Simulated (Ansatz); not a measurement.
Computed with Ansatz on PBE0-D4/def2-TZVP structures; ΔE is electronic, products minus reactants. CCSD(T)/CBS adds triple-zeta CCSD(T) − MP2 to the extrapolated MP2 energy (def2 sets, frozen cores). DFT in def2-TZVPP. HSE06 is defined as in plane-wave codes. For Br outer-core shells are correlated without core-valence functions, which leaves a few kJ/mol of doubt a bond. Scalar relativity is left out up to krypton. One conformer a species, not always the lowest.

`FC(F)C(F)(F)CC(F)(F)F` + HBr → `FC(F)(F)CBr` + `FC(F)C(F)F`  (substitution at a C–C bond)

`FC(F)C(F)(F)CC(F)(F)F`:

```xyz
14

F     1.937   -0.621   -0.942
C     0.654   -0.931   -1.226
F     0.565   -1.222   -2.533
C    -0.230    0.289   -0.925
F    -1.511   -0.085   -1.146
F     0.071    1.257   -1.819
C    -0.075    0.895    0.456
C    -0.424    0.015    1.632
F     0.341   -1.087    1.684
F    -0.227    0.688    2.770
F    -1.695   -0.387    1.616
H     0.354   -1.803   -0.641
H    -0.720    1.774    0.495
H     0.959    1.219    0.578
```

HBr:

Z-matrix (Å, degrees):
```
Br
H 1 1.420
```

`FC(F)(F)CBr`:

Z-matrix (Å, degrees):
```
C
F 1 1.332
F 1 1.342 2 107.6
F 1 1.332 2 108.0 3 115.9
C 1 1.510 2 112.4 3 -119.5
Br 5 1.922 1 112.3 2 -61.1
H 5 1.087 1 108.9 2 58.7
H 5 1.087 1 108.9 2 179.1
```

`FC(F)C(F)F`:

```xyz
8

F    -0.740   -0.087   -1.586
C    -0.188    0.529   -0.518
F     0.956    1.116   -0.904
C     0.092   -0.518    0.554
F     0.496    0.115    1.677
F     1.070   -1.346    0.151
H    -0.879    1.295   -0.150
H    -0.806   -1.104    0.776
```

| level | ΔE (kJ/mol) | difference from CCSD(T)/CBS |
| --- | --- | --- |
| BLYP-D4 | 31.2 | -7.4 |
| HSE06-D4 | 37.0 | -1.6 |
| ωB97M-V | 43.1 | 4.5 |
| revPBE | 21.1 | -17.5 |
| CAM-B3LYP | 37.7 | -0.9 |
| MP2/def2-SVP | 63.8 | 25.2 |
| CCSD/def2-SVP | 64.2 | 25.6 |
| CCSD(T)/def2-SVP | 65.9 | 27.3 |
| HF/def2-TZVPP | 28.9 | -9.7 |
| MP2/CBS(def2) | 35.1 | -3.5 |
| CCSD(T)/CBS | 38.6 | 0 |

Largest T1 diagnostic among the species: 0.012.

Leaving LDA and LC-ωPBE aside and taking each functional with its dispersion term where it has one, the values, not all of them listed here, spread over 14.7 kJ/mol, from BLYP-D4 to B97M-V. LDA lies +22.8 kJ/mol from PBE without D4. From BLYP to BHLYP (50 % exact exchange), in def2-TZVPP and without D4, ΔE moves by +10.8 kJ/mol. At CCSD(T), def2-SVP lies +27.3 kJ/mol from the extrapolated value and def2-TZVPP +1.9 kJ/mol.
